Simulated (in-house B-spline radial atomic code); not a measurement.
Sr⁺. Computed with a B-spline radial atomic code. Model: all-electron spherical atom, spin shells full or empty, radial basis limit, no spin-orbit coupling, Breit or QED, empty-state partial waves extrapolated as (l+1/2)^-4, RPA, G0W0 and static COHSEX of the highest shell as one setting changes (uncorrelated shells keep exact exchange).

In a row where one electron alone is correlated, RPA and GW hold only self-correlation.

Given: element Sr; charge 1; filled core Kr; hamiltonian one-electron scalar X2C; mean-field start PBE; highest l of empty states 9; nuclear rms radius 4.224 fm; highest mean-field shell 5s up.

Shell: 5s 1 0 (electrons up and down).

| lowest nl shells left uncorrelated | RPA correlation energy (hartree) | G0W0 level (eV) | G0W0 minus most complete (meV) | COHSEX level (eV) |
| --- | --- | --- | --- | --- |
| 0 | -2.7363 | -11.493 | 0 | -12.993 |
| 1 | -2.5779 | -11.493 | 0.1 | -12.993 |
| 2 | -2.3941 | -11.494 | -1 | -12.996 |
| 3 | -1.8766 | -11.493 | 0.6 | -12.992 |
| 4 | ? | ? | ? | ? |
| 5 | -1.1875 | -11.497 | -3.3 | -13.004 |
| 6 | -0.4344 | -11.451 | 41.9 | -12.927 |
| 7 | ? | ? | ? | ? |
| 8 | -0.020609 | -11.009 | 483.9 | -12.324 |

(1) What follows for lowest nl shells left uncorrelated = 4?

(2) What follows for lowest nl shells left uncorrelated = 7?

Results:

(1) RPA correlation energy -1.6991 hartree; G0W0 level -11.503 eV; G0W0 minus most complete -9.8 meV; COHSEX level -13.014 eV.

(2) RPA correlation energy -0.31072 hartree; G0W0 level -11.447 eV; G0W0 minus most complete 45.8 meV; COHSEX level -12.922 eV.
